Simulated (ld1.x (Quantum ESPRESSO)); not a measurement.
Transferability test, PAW potential for Cs

```json
{
 "Element": "caesium",
 "Generator": "ld1.x (Quantum ESPRESSO) 7.5",
 "Type": "PAW",
 "Functional": "Wu–Cohen",
 "Relativity": "fully relativistic",
 "Frozen core": "[Kr] 4d10",
 "Valence charge": "9",
 "Reference configuration": "5s2 5p6 5d0 6s1 6p0",
 "Partial waves": "5s (bound): rcut 2.55, rcutus 3.05 bohr; 6s (bound): rcut 2.55, rcutus 3.05 bohr; 5p (bound): rcut 2.75, rcutus 3.70 bohr; 6p (bound, empty): rcut 2.75, rcutus 3.70 bohr; 5d (bound, empty): rcut 4.05, rcutus 4.30 bohr; 5d channel at 2.65 Ry: rcut 4.05, rcutus 4.30 bohr; 4f channel at 0.15 Ry: rcut 2.85, rcutus 3.95 bohr; 4f channel at 1.15 Ry: rcut 2.85, rcutus 3.95 bohr",
 "Local potential": "all-electron potential smoothed inside 2.65 bohr (lloc = -1)",
 "Core correction": "Bessel-smoothed model core inside 2.80 bohr",
 "Augmentation charge": "GAUSS, radius 2.10 bohr"
}
```

Open shells are filled in proportion to 2j + 1 (rel_dist='average').

Energies are relative to the spin-unpolarised reference configuration 5s2 5p6 5d0 6s1 6p0; without spin polarisation the order of configurations can differ from experiment. Not all tests gave a result: test run stopped at test 5 of 7 (negative rho).

```csv
valence configuration,charge,ΔE all-electron (eV),error AE − PS (meV)
5s2 5p6 5d0 6s0 6p1,0,1.304,+1.3
5s2 5p6 5d1 6s0 6p0,0,1.631,0.0
```

Problem. What are ΔE and the potential's error for 5s2 5p6 5d0 6s0 6p0?

Solution. ΔE = 3.735 eV all-electron; the error (AE − PS) is +0.1 meV.

Problem. What are ΔE and the potential's error for 5s2 5p6 5d0 6s0.5 6p0?

Solution. ΔE = 1.417 eV all-electron; the error (AE − PS) is 0.0 meV.

The ghost test of this file was not conclusive.
